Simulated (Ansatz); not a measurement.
Potential energy curve for CH (cation, charge +1), singlet.

- UCCSD(T) = CCSD(T) on UHF/cc-pVTZ, frozen core (Ansatz, a quantum-chemistry and plane-wave program)
- FCI = Ansatz with full CI/cc-pVTZ, frozen core
- UMP2 = MP2 on UHF/cc-pVTZ, frozen core run with Ansatz

Total energies in hartree (comparable only within one method and basis):

| R / Å | UCCSD(T) | FCI | UMP2 |
|---|---|---|---|
| 0.86 | -37.95713 | -37.95783 | -37.92353 |
| 0.91 | -37.98408 | -37.98477 | -37.95005 |
| 0.95 | -37.99927 | -37.99995 | -37.96486 |
| 1.02 | -38.01562 | -38.01629 | -37.98052 |
| 1.06 | -38.02052 | -38.02118 | -37.98499 |
| 1.09 | -38.02256 | -38.02321 | -37.98670 |
| 1.14 | -38.02347 | -38.02412 | -37.98704 |
| 1.18 | -38.02242 | -38.02305 | -37.98549 |
| 1.19 | -38.02195 | -38.02258 | -37.98490 |
| 1.28 | -38.01497 | -38.01557 | -37.97671 |
| 1.33 | -38.00952 | -38.01010 | -37.97053 |
| 1.42 | -37.99809 | -37.99862 | -37.95768 |
| 1.54 | -37.98145 | -37.98188 | -37.93894 |
| 1.73 | -37.95595 | -37.95589 | -37.90024 |
| 1.88 | — | -37.93767 | -37.87822 |
| 2.05 | — | -37.92026 | -37.86746 |
| 2.30 | — | -37.90093 | -37.85940 |
| 2.48 | — | -37.89113 | -37.85536 |
| 2.85 | — | -37.87910 | -37.85011 |
| 3.09 | — | -37.87522 | -37.84821 |
| 3.45 | — | -37.87240 | -37.84667 |
| 3.97 | — | -37.87106 | -37.84579 |
| 4.50 | — | -37.87069 | -37.84550 |

A dash means that the run gave no value there, or that the column was ended at a point which the program doubted or which failed a test of continuity chosen for this set; such a test can also cut sound points.

The unrestricted determinant behind UCCSD(T), UMP2 is spin-contaminated at 0.86 to 4.50 Å (<S²> up to 1.1, against 0.00 for a pure singlet).
